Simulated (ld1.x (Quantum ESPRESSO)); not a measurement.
Before and after: TM potential for phosphorus (P)

ld1.x (Quantum ESPRESSO) 7.5 input, shortened:

```
&input
   title='P', zed=15., rel=1, dft='PBE', iswitch=3,
   config='[Ne] 3s2 3p3 3d-2'
 /
 &inputp
   pseudotype=2, tm=.true., lloc=2,
   nlcc=.false.
 /
3
3S  1  0   2.00   0.00  1.65  1.65  0.0
3P  2  1   3.00   0.00  1.85  1.85  0.0
3D  3  2  -2.00   0.05  1.80  1.80  0.0
 &test
   configts(1)='3s2 3p3'
 /
```

Change: wave 3d channel at 0.05 Ry: rc 1.80 bohr becomes 3d channel at 0.05 Ry: rc 2.56 bohr.

Cutoffs: the cutoffs (Ry, on a coarse ladder) from which the occupation-weighted sum of valence levels, in a spherical-Bessel basis at the reference potential, stays within 10 and 1 mRy of its value at 400 Ry; they do not see the model core or the augmentation charge, which bear on the density cutoff. Errors are all-electron minus pseudo energies relative to the spin-unpolarised reference configuration.

Question: How do hardness, ghosts and transferability respond?

Answer: The potential gets neither clearly harder nor softer (21 Ry and 45 Ry → 21 Ry and 45 Ry); of the 7 tests that both files solve, the error grows in 0 and shrinks in 3 by more than 15 % and 0.3 meV (median size 1.5 → 0.9 meV); neither file shows a bound ghost. That the errors move this way runs against the usual rule that smaller radii transfer better.

```tsv
quantity	base	changed
cutoff, loose	21 Ry	21 Ry
cutoff, tight	45 Ry	45 Ry
bound ghosts	none	none
error for 3s2 3p2, meV [ΔE 9.73 eV]	+2.6	+0.5
error for 3s2 3p1, meV [ΔE 28.88 eV]	+23	+15
error for 3s2 3p0, meV [ΔE 58.62 eV]	+97	+83
error for 3s2 3p3.3, meV [ΔE -1.31 eV]	+0.2	0.0
error for 3s2 3p2.5, meV [ΔE 3.77 eV]	+0.3	-0.2
error for 3s0 3p5, meV [ΔE 17.20 eV]	+1.5	+1.1
error for 3s1 3p4, meV [ΔE 8.53 eV]	+1.0	+0.9
```
